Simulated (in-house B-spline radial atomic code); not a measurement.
How G0W0 and RPA depend on the start: Te⁵⁺

Configuration [Kr] 4d10 5s1, highest spin. Computed with an all-electron radial atomic-structure program (B-spline basis): all electrons, scalar-relativistic (spin-free one-electron X2C), finite nucleus, each spin shell either full or empty, empty states to l = 9 with an (l + 1/2)⁻⁴ tail; G0W0 by contour deformation at full frequency.

```csv
start,mean-field 5s up (eV),G0W0 (eV),QP weight,RPA correlation (Eh)
Hartree-Fock,-69.18,?,?,?
LDA VWN5,-66.16,-71.57,0.969,-3.7799
PBE,-65.63,-71.49,0.969,-3.7744
PBE0,-66.71,-71.36,0.973,-3.6984
r2SCAN,-65.71,-71.43,0.971,-3.7244
HSE06,-66.38,-71.40,0.972,-3.7039
B3LYP (VWN-RPA),-66.81,-71.44,0.972,-3.715
SCAN,-65.97,-71.45,0.970,-3.7228
TPSS,-65.31,?,?,?
BHandHLYP,-67.91,-71.30,0.976,-3.6289
CAM-B3LYP,-68.51,-71.38,0.976,-3.6865
LC-wPBE,-69.72,-71.30,0.978,-3.6909
wB97X,-68.93,-71.25,0.978,-3.6739
PBEsol,-65.71,-71.52,0.969,-3.7764
BLYP,-65.79,-71.55,0.969,-3.7761
r2SCAN0,-66.86,-71.33,0.974,-3.665
LDA exchange-only,-64.97,-71.63,0.969,-3.7791
```

**Question.** What G0W0 level, weight and RPA correlation energy follow from the Hartree-Fock start?

**Answer.** G0W0 level -71.07 eV, weight 0.981, RPA correlation -3.4989 hartree.

**Question.** What G0W0 level, weight and RPA correlation energy follow from the TPSS start?

**Answer.** G0W0 level -71.48 eV, weight 0.969, RPA correlation -3.7601 hartree.

**Question.** How much of the dependence on the start does G0W0 remove?

**Answer.** The mean-field levels span 4.75 eV and the G0W0 levels 0.562 eV. Against 69.1 ± 2 eV (NIST, tabulated theory) the G0W0 removal energies are off by +1.97 to +2.53 eV, with spin-orbit coupling, Breit and QED terms left out.
